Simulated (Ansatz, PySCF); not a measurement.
Ga(H)(Br)(NH2) (BrGaH₃N), SMILES [Br][GaH][NH2]. Atoms are numbered in the order given.

```xyz
6

Ga     0.4176     0.8868     0.0002
H      1.9064     1.3137     0.0001
Br    -0.1689    -1.3407    -0.0002
N     -0.9910     2.0153     0.0000
H     -1.9571     1.7008     0.0002
H     -0.9147     3.0284    -0.0003
```

Geometry optimised at TPSSh-D3(BJ)/def2-SVP. The values are those of a single conformer.

Two levels are set side by side: PBE-D3(BJ)/def2-SVP (Ansatz, a first-principles code) and TPSSh-D3(BJ)/def2-SVP (PySCF). Each level has its own optimised geometry; the coordinates shown are those of the second. Frequencies come from the Hessian of PySCF at each geometry. Differences are taken from unrounded values.

```json
[
 {"quantity": "mean bond length (Å)", "TPSSh-D3(BJ)": "1.538", "PBE-D3(BJ)": "1.546", "PBE-D3(BJ) minus TPSSh-D3(BJ)": "0.008"},
 {"quantity": "bond Ga1–Br3 (Å)", "TPSSh-D3(BJ)": "2.303", "PBE-D3(BJ)": "2.313", "PBE-D3(BJ) minus TPSSh-D3(BJ)": "0.010"},
 {"quantity": "bond Ga1–N4 (Å)", "TPSSh-D3(BJ)": "1.805", "PBE-D3(BJ)": "1.813", "PBE-D3(BJ) minus TPSSh-D3(BJ)": "0.008"},
 {"quantity": "bond Ga1–H2 (Å)", "TPSSh-D3(BJ)": "1.549", "PBE-D3(BJ)": "1.559", "PBE-D3(BJ) minus TPSSh-D3(BJ)": "0.010"},
 {"quantity": "bond N4–H5 (Å)", "TPSSh-D3(BJ)": "1.016", "PBE-D3(BJ)": "1.021", "PBE-D3(BJ) minus TPSSh-D3(BJ)": "0.005"},
 {"quantity": "bond N4–H6 (Å)", "TPSSh-D3(BJ)": "1.016", "PBE-D3(BJ)": "1.021", "PBE-D3(BJ) minus TPSSh-D3(BJ)": "0.005"},
 {"quantity": "highest harmonic wavenumber (cm⁻¹)", "TPSSh-D3(BJ)": "3667", "PBE-D3(BJ)": "3619", "PBE-D3(BJ) minus TPSSh-D3(BJ)": "-48"},
 {"quantity": "mean harmonic wavenumber (cm⁻¹)", "TPSSh-D3(BJ)": "1199", "PBE-D3(BJ)": "1167", "PBE-D3(BJ) minus TPSSh-D3(BJ)": "-31"},
 {"quantity": "zero-point energy (kcal/mol)", "TPSSh-D3(BJ)": "20.56", "PBE-D3(BJ)": "20.03", "PBE-D3(BJ) minus TPSSh-D3(BJ)": "-0.54"}
]
```

Exact exchange shortens and stiffens bonds; PBE has none. Differences between two approximate levels are no errors against the true value.
